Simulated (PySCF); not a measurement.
Spinor energies of As(28+) (arsenic, charge +28)

Start: [He] 2s2 2p1; 2p1/2 filled at m_j = +1/2. Calculated with PySCF 2.14 in an uncontracted even-tempered set (17 s from 9.7 bohr⁻², ratio 2.4; 11 p from 13 bohr⁻², ratio 2.4; 5 d from 42 bohr⁻², ratio 2.6; 4 f from 63 bohr⁻², ratio 2.6): generalised Hartree-Fock with the X2C-1e Hamiltonian and a Gaussian nucleus; one run each with spin-orbit coupling (SO) switched off, then screened by Boettger's factors.

```json
{"spinor shell": "1s1/2", "electrons": "2", "ε, spin-free (eV)": "-13915.0", "ε, screened SO (eV)": "-13912.7", "weight of nominal j (screened SO)": "1.000", "rms radius, screened SO (bohr)": "0.0520"}
{"spinor shell": "2s1/2", "electrons": "2", "ε, spin-free (eV)": "-3155.4", "ε, screened SO (eV)": "-3154.7", "weight of nominal j (screened SO)": "1.000", "rms radius, screened SO (bohr)": "0.204"}
{"spinor shell": "2p1/2", "electrons": "1", "ε, spin-free (eV)": "-3064.9", "ε, screened SO (eV)": "-3094.1", "weight of nominal j (screened SO)": "1.000", "rms radius, screened SO (bohr)": "0.175"}
```

```csv
quantity,spin-free,screened SO
E (hartree),-1442.65171,-1443.72658
M_J,1/2,1/2
⟨J²⟩,1.115,0.750
⟨L²⟩,2.000,2.000
⟨S²⟩,0.750,0.750
```

Each row is a mean over spinors that exchange with the open shell spreads, by up to 8.556 eV (2s1/2).

Without spin-orbit coupling the j labels of p, d and f shells carry no meaning; the spin-free column gives the mean over the occupied spinors of each nl shell, and its ⟨J²⟩ belongs to a mixture of degenerate components.
